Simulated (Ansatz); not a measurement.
The first iterations of a band of C$_{3}$H$_{7}$BO (12 atoms, charge 0, multiplicity 1).

Method: Ansatz, RKS PBE0-D4/cc-pVDZ.

* movable images: 4
* climbing image: no
* spring: 5.0 eV/Å²
* optimiser: quadratic models (default)
* start path: through a guess of the saddle point
* force threshold: 0.03 eV/Å
* iteration limit: 60
* end points: relaxed

Image 0:

```xyz
12
Properties=species:S:1:pos:R:3
C -1.654 0.059 0.682
B -0.174 0.278 1.167
C 1.078 0.141 0.301
C 1.005 -0.194 -1.006
O 2.088 -0.321 -1.787
H -2.130 -0.720 1.305
H -2.241 0.974 0.882
H -1.805 -0.215 -0.374
H -0.024 0.579 2.335
H 2.084 0.309 0.699
H 0.039 -0.380 -1.492
H 1.812 -0.564 -2.679
```

Image 5:

```xyz
12
Properties=species:S:1:pos:R:3
C -1.582 -0.038 0.572
B -0.166 0.170 1.215
C 1.156 0.121 0.428
C 1.300 -0.075 -0.901
O 0.263 -0.248 -1.741
H -2.396 -0.152 1.302
H -1.810 0.855 -0.043
H -1.605 -0.876 -0.143
H -0.080 0.408 2.404
H 2.108 0.258 0.951
H 2.290 -0.097 -1.377
H 0.599 -0.381 -2.634
```

| iteration | highest image above the first end (eV) | largest band force component (eV/Å) |
| --- | --- | --- |
| 1 | 70.576 | 246.034 |
| 2 | 60.879 | 209.455 |
| 3 | 30.738 | 71.765 |
| 4 | 16.066 | 27.465 |
| 5 | 10.099 | 17.254 |
| 6 | 5.976 | 8.755 |
| 7 | 4.364 | 5.726 |
| 8 | 3.896 | 3.879 |

**Question.** Does the band converge within its limit, and where does its top end?

**Answer.** It converged. It ended after 24 iterations with the highest image 1.632 eV above the first end. Neighbouring images differ by up to 1.2 eV, so the band resolves the path poorly. No image climbed, so the highest image needn't sit at the top of the path.

Run time: 2.7 min on 2 threads of AMD EPYC 9R14 (Zen 4), with other jobs on the host, peak memory 0.24 GiB.
